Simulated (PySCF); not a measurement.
# Diatomic cations of Cd with the alkali metals

PBE0 with double-zeta basis sets in PySCF, for the lowest determinant that a PBE0 search found; no spin–orbit coupling. De refers to high-spin ground-configuration atoms (the charge goes to the atom of lower measured ionisation energy or higher electron affinity, which is not always the lowest computed limit). A positive dipole points towards Cd; it is taken about the centre of mass and depends on that origin.

```
 M      basis  charged atom  state (unpaired electrons)  Re (Å)  ωe (cm⁻¹)  De (eV)  μ (D)
Li  def2-SVPD           Li+      singlet (closed shell)   2.785        248     0.68  -8.51
Na   def2-SVP           Na+      singlet (closed shell)   3.142        115     0.45  -9.01
Rb   def2-SVP           Rb+      singlet (closed shell)   3.839       49.4     0.20  -8.16
Cs   def2-SVP           Cs+      singlet (closed shell)   4.088       39.1     0.16  -6.86
```

(1) The row for M = K is missing. Estimate Re, ωe and De as the mean of the rows for Na and Rb, and compare with the calculation.

The rows differ in basis set, which adds steps of its own.

Closed-shell solutions of metal pairs were not tested for spin polarisation, which can lower them a little. Weak bonds: CsCd⁺, KCd⁺, NaCd⁺, RbCd⁺. Basis-set superposition, not corrected here, can be much of De in a small basis, most of all at correlated wavefunction levels. Spin–orbit coupling is left out. For an ion De counts to the pair picked by the measured ionisation energies or electron affinities, which need not be the lowest pair at this level.

Answers

(1) The means are 3.490 Å, 82.2 cm⁻¹ and 0.33 eV. PBE0 in def2-SVP gives KCd⁺ as a singlet (closed shell) with Re = 3.684 Å, ωe = 67.8 cm⁻¹, De = 0.24 eV, so the estimate is off by -19.4 pm, +21 % and +0.08 eV.
